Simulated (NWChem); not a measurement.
System: LiCl; SMILES [Li][Cl]

Input file for NWChem:

```
start job
memory heap 200 mb stack 900 mb global 1100 mb
geometry units angstroms noautoz
  Li     0.000000     0.000000    -1.712326
  Cl     0.000000     0.000000     0.342703
end
basis spherical
  Li library def2-tzvp
  Cl library def2-tzvp
end
dft
  xc b3lyp
  iterations 150
  mulliken
end
task dft energy
```

Geometry: optimised at B3LYP/6-31G* (spherical d).

Task: Predict the main results of this run. (B3LYP/def2-TZVP.) Quantities: basis functions; energy (Ha); highest occupied level (eV); orbital gap (eV); dipole (D).

Result: 
| Property | Result |
|---|---|
| number of basis functions | 51 |
| energy (Ha) | -467.83 |
| highest occupied level (eV) | -6.78 |
| orbital gap (eV) | 5.05 |
| dipole (D) | 7.09 |
